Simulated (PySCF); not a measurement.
# [WOF3]− at several levels of theory

Computed with PySCF 2.14.0 (density fitting, no spin-orbit coupling) at the geometry relaxed with B3LYP:

```xyz
5
[WOF3]− (singlet)
W     0.0647    0.0000    0.0035
O     1.7641    0.0000    0.3330
F    -0.1274    1.8683   -0.2322
F    -1.8706    0.0000    0.3057
F    -0.1274   -1.8683   -0.2322
```

```
level                                             basis    state  HOMO (eV)  gap (eV)  charge on W1 (e)  dipole about the centre of mass (D)  largest force component (eV/Å)
B3LYP     W def2-SVP with ECP60, O def2-SVP, F def2-SVP  singlet      -0.63      3.19              0.67                                 0.26                            0.01
  PBE                                          the same  singlet       0.45      1.31              0.44                                 0.25                            0.46
TPSSh                                          the same  singlet      -0.15      2.46              0.66                                 0.30                            0.24
   HF                                          the same  singlet      -4.22     10.73              1.40                                 0.69                            1.85
B3LYP  W def2-TZVP with ECP60, O def2-TZVP, F def2-TZVP  singlet      -0.76      3.16              1.04                                 0.32                            0.31
B3LYP          W x2c-SVPall, O x2c-SVPall, F x2c-SVPall  singlet      -0.86      3.08              0.56                                 0.31                            1.09
```

Charges are Mulliken's, which hang on the basis. The relaxation used the grid (50, 194), these runs (75, 302) or, all-electron (x2c bases, spin-free X2C Hamiltonian), (99, 590).

**Question.** What does wB97X with W def2-SVP with ECP60, O def2-SVP, F def2-SVP give here?

**Answer.** state singlet, HOMO (eV) -3.11, gap (eV) 8.40, charge on W1 (e) 0.76, dipole about the centre of mass (D) 0.36, largest force component (eV/Å) 0.78. Time: 3.6 s on 2 threads of Arm Neoverse V2, with other jobs on the host, from an already converged density.

In the first row's basis the gap widens with exact exchange: 1.3 eV for PBE (none); 2.5 to 3.2 eV for TPSSh, B3LYP (a fixed share); 8.4 to 10.7 eV for wB97X, Hartree–Fock (rising or full at long range).

The highest filled level of some runs lies above zero, as often for anions with such functionals and bases.
